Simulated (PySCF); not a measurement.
ClMg, doublet, at a GFN2-xTB geometry (such geometries of metal compounds can be far from the true shape) (the spin is typed, not shown lowest). Base run: M062X/6-31G* (PySCF).

The PySCF input:
```python
from pyscf import gto, scf, dft, solvent

mol = gto.Mole()
mol.atom = '''
    Mg   -0.00000000   -0.00000000   -1.26784660
    Cl    0.00000000    0.00000000    0.89495054
'''
mol.basis = '6-31g*'
mol.spin = 1
mol.verbose = 4
mol.build()

mf = dft.UKS(mol)
mf.xc = 'm062x'
mf.kernel()
mf.analyze()
```

The base run was repeated with changes; each row names its change, and settings that it needs were set with it.

```tsv
change	ΔE vs base (kJ/mol)	dipole (D)
base	0.00	3.33
model = SS(V)PE; solvent = n-hexane	-14.45	3.80
model = IEF-PCM; solvent = acetonitrile	-38.1	4.57
model = IEF-PCM; solvent = n-hexane; vdw_scale = 1.0	-30.1	3.99
model = C-PCM; solvent = n-hexane	-16.68	3.86
model = IEF-PCM; solvent = n-hexane; vdw_scale = 1.4	-7.80	3.66
model = IEF-PCM; solvent = chloroform	-28.1	4.24
model = IEF-PCM; solvent = n-hexane	-14.45	3.80
model = IEF-PCM; solvent = n-hexane; vdw_scale = 1.1	-20.52	3.89
model = IEF-PCM; solvent = n-hexane; lebedev_order = 11	-14.59	3.80
model = IEF-PCM; solvent = dimethylsulfoxide	-38.5	4.59
model = COSMO; solvent = n-hexane	-12.92	3.74
```

The base is the gas phase, so ΔE is the electrostatic part of solvation at a fixed geometry, without cavity and dispersion terms.

Open shells are given as the SCF converged; they aren't shown to be the lowest states, and a large step between rows can be another state.
